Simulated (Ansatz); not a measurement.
Stepwise reaction of `[NH2][GeH]([Cl])[Cl]` with hydrogen, as a gas-phase model of exchange steps in deposition or etching. ΔE in kJ/mol; ΔG adds harmonic PBE0-D4 terms to CCSD(T)/CBS, at 1 bar.

Gas-phase electronic energies from Ansatz, PBE0-D4/def2-TZVP geometries. CCSD(T)/CBS adds triple-zeta CCSD(T) − MP2 to the extrapolated MP2 energy (def2 sets, frozen cores). This one scheme is used for every species. DFT in def2-TZVPP. B3LYP here is the variant with VWN-RPA as its local correlation; programs differ in this. For Ge outer-core shells are correlated without core-valence functions, which leaves a few kJ/mol of doubt a bond. Scalar relativity is left out up to krypton. One conformer a species, not always the lowest.

```
step                                      reaction  PBE-D4  B3LYP-D4  ωB97M-V  CCSD(T)/CBS  ΔG(600 K)
   2  `[NH2][GeH2][Cl]` + H₂ → `[NH2][GeH3]` + HCl    73.8      74.0     73.0         71.3       61.4
```

Question: Give the row of step 1, `[NH2][GeH]([Cl])[Cl]` + H₂ → `[NH2][GeH2][Cl]` + HCl. (An estimate is asked.)

Answer: Computed: 
| step | reaction | PBE-D4 | B3LYP-D4 | ωB97M-V | CCSD(T)/CBS | ΔG(600 K) |
| --- | --- | --- | --- | --- | --- | --- |
| 1 | `[NH2][GeH]([Cl])[Cl]` + H₂ → `[NH2][GeH2][Cl]` + HCl | 50.4 | 51.0 | 50.8 | 49.7 | 48.2 |

Question: By hand: ΔE of the 2 steps together at CCSD(T)/CBS.

Answer: (49.7) + (71.3) = 121.0 kJ/mol, or 60.5 kJ/mol a step.

In ΔE each step is higher than the one before. All are uphill at CCSD(T)/CBS. ΔG lies between 48.2 and 61.4 kJ/mol a step. PBE-D4 differs from CCSD(T)/CBS by 0.7 to 2.5 kJ/mol a step. Only this route is followed, and other bonds may react first. Isolated molecules leave out the surface, adducts and barriers. Largest T1 diagnostic: 0.011.
